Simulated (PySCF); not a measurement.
Record of a relaxation.

Species: C8H10.
Atom-mapped SMILES: `[CH2:1]=[CH:2]/[CH:3]=[CH:4]/[CH:5]=[CH:6]/[CH:7]=[CH2:8]` (hydrogens: H9, H10 on C1; H11 on C2; H12 on C3; H13 on C4; H14 on C5; H15 on C6; H16 on C7; H17, H18 on C8)

Computed by this run: PySCF, PBE0-D3(BJ)/def2-SVP geometry optimisation, gas phase; density fitting, grid level 2; the optimiser is geomeTRIC in internal coordinates, started from a GFN2-xTB structure. 4 of its 5 geometries are shown. The frame can shift and turn from step to step; on so coarse a grid that alone can change the energy by a few meV, and forces under 0.02 eV/Å are noise.

Step 0: E = -8441.1199 eV, largest atomic force 0.623 eV/Å
```
atom  x, y, z in Å  |  force x, y, z in eV/Å
C1      3.594    1.242   -1.689    0.144   0.060  -0.032
C2      2.770    1.083   -0.653   -0.251  -0.112   0.008
C3      1.475    0.468   -0.749    0.173   0.121   0.212
C4      0.643    0.307    0.298   -0.133  -0.099  -0.189
C5     -0.645   -0.304    0.206    0.132   0.101   0.189
C6     -1.478   -0.465    1.254   -0.173  -0.123  -0.212
C7     -2.771   -1.082    1.159    0.245   0.111  -0.007
C8     -3.593   -1.243    2.196   -0.146  -0.060   0.040
H9      3.325    0.909   -2.678   -0.196  -0.207  -0.554
H10     4.559    1.708   -1.585    0.536   0.268   0.106
H11     3.066    1.426    0.330    0.176   0.173   0.434
H12     1.174    0.122   -1.730   -0.199  -0.182  -0.436
H13     0.948    0.654    1.278    0.191   0.178   0.424
H14    -0.950   -0.653   -0.773   -0.191  -0.178  -0.427
H15    -1.176   -0.118    2.234    0.200   0.183   0.437
H16    -3.069   -1.425    0.176   -0.174  -0.172  -0.433
H17    -3.322   -0.911    3.185    0.196   0.206   0.549
H18    -4.557   -1.710    2.095   -0.532  -0.267  -0.109
```

Step 1: E = -8441.1806 eV, largest atomic force 0.139 eV/Å
```
atom  x, y, z in Å  |  force x, y, z in eV/Å
C1      3.511    1.238   -1.695    0.034  -0.001  -0.080
C2      2.674    1.073   -0.658    0.042   0.041   0.104
C3      1.373    0.457   -0.748   -0.062  -0.052  -0.113
C4      0.531    0.292    0.300    0.056   0.049   0.112
C5     -0.765   -0.322    0.214   -0.055  -0.049  -0.112
C6     -1.606   -0.487    1.262    0.061   0.052   0.113
C7     -2.908   -1.105    1.174   -0.042  -0.042  -0.103
C8     -3.743   -1.271    2.212   -0.035   0.001   0.080
H9      3.239    0.900   -2.701    0.014   0.013   0.031
H10     4.489    1.712   -1.575   -0.029  -0.012   0.006
H11     2.980    1.425    0.336   -0.014  -0.014  -0.038
H12     1.057    0.102   -1.738    0.016   0.017   0.043
H13     0.848    0.647    1.290   -0.015  -0.015  -0.041
H14    -1.083   -0.677   -0.775    0.015   0.016   0.041
H15    -1.290   -0.132    2.253   -0.016  -0.017  -0.044
H16    -3.215   -1.456    0.180    0.014   0.014   0.039
H17    -3.470   -0.933    3.218   -0.014  -0.012  -0.030
H18    -4.720   -1.746    2.094    0.029   0.013  -0.006
```

Step 3: E = -8441.1812 eV, largest atomic force 0.032 eV/Å
```
atom  x, y, z in Å  |  force x, y, z in eV/Å
C1      3.512    1.239   -1.696   -0.001   0.001   0.007
C2      2.673    1.072   -0.660    0.003  -0.004  -0.024
C3      1.370    0.454   -0.752    0.006   0.009   0.030
C4      0.532    0.292    0.300   -0.006  -0.009  -0.030
C5     -0.765   -0.322    0.216    0.006   0.009   0.030
C6     -1.604   -0.485    1.268   -0.007  -0.009  -0.029
C7     -2.906   -1.104    1.176   -0.004   0.003   0.023
C8     -3.746   -1.271    2.211    0.002   0.000  -0.006
H9      3.247    0.903   -2.703   -0.008  -0.004   0.001
H10     4.488    1.713   -1.570    0.004   0.003   0.004
H11     2.977    1.422    0.334    0.000   0.001   0.004
H12     1.054    0.100   -1.741    0.000  -0.001  -0.003
H13     0.852    0.648    1.288    0.001   0.001   0.003
H14    -1.085   -0.678   -0.771   -0.001  -0.001  -0.003
H15    -1.288   -0.131    2.257    0.001   0.001   0.002
H16    -3.209   -1.453    0.181    0.000  -0.001  -0.004
H17    -3.481   -0.937    3.219    0.009   0.004  -0.001
H18    -4.721   -1.746    2.085   -0.004  -0.003  -0.004
```

Step 4: E = -8441.1812 eV, largest atomic force under 0.02 eV/Å
```
atom  x, y, z in Å  |  force x, y, z in eV/Å
C1      3.512    1.238   -1.694    0.006   0.001  -0.007
C2      2.675    1.074   -0.656   -0.001   0.001   0.007
C3      1.372    0.456   -0.748   -0.007  -0.004  -0.003
C4      0.531    0.292    0.301    0.009   0.004   0.000
C5     -0.765   -0.323    0.213   -0.009  -0.004   0.000
C6     -1.606   -0.487    1.263    0.008   0.004   0.003
C7     -2.909   -1.105    1.172    0.002  -0.001  -0.007
C8     -3.744   -1.270    2.211   -0.007  -0.002   0.007
H9      3.240    0.901   -2.699    0.006   0.003   0.001
H10     4.488    1.713   -1.573   -0.004  -0.002   0.001
H11     2.980    1.425    0.337   -0.002  -0.002  -0.004
H12     1.058    0.102   -1.737    0.002   0.001   0.002
H13     0.848    0.646    1.290   -0.003  -0.002  -0.003
H14    -1.082   -0.678   -0.776    0.003   0.002   0.003
H15    -1.291   -0.133    2.252   -0.002  -0.001  -0.002
H16    -3.215   -1.456    0.179    0.002   0.002   0.004
H17    -3.471   -0.932    3.216   -0.006  -0.003  -0.001
H18    -4.721   -1.744    2.091    0.004   0.002  -0.001
```

Question: Summarise the path.

Answer: The energy falls by 1.41 kcal/mol from step 0 to step 4; nine tenths of that is first reached at step 1. It never rises by more than 0.2 meV. The largest force goes from 0.623 to under 0.02 eV/Å. Among the bonds C1–H9 changes most (a near tie, within 0.001 Å, with another), from 1.078 to 1.095 Å; the atoms move by 0.030 Å rms after alignment.

Question: Follow the three bonds and two angles with the largest change from start to end.

Answer: 
```tsv
step	E above end (kcal/mol)	largest force (eV/Å)	C1–H9 (Å)	C8–H17 (Å)	C1–H10 (Å)	H17–C8–H18 (°)	C5–C6–H15 (°)
0	1.41	0.623	1.078	1.078	1.076	116.4	119.5
1	0.01	0.139	1.096	1.096	1.093	117.2	118.7
2	0.01	0.080	1.095	1.095	1.092	117.1	119.0
3	0.00	0.032	1.094	1.094	1.092	117.1	118.9
4	0.00	under 0.02	1.095	1.095	1.092	117.2	118.8
```

The cost below is that of the whole optimisation. Time: 57 s; peak memory 0.76 GiB. Hardware: Arm Neoverse V2, one thread (shared host).
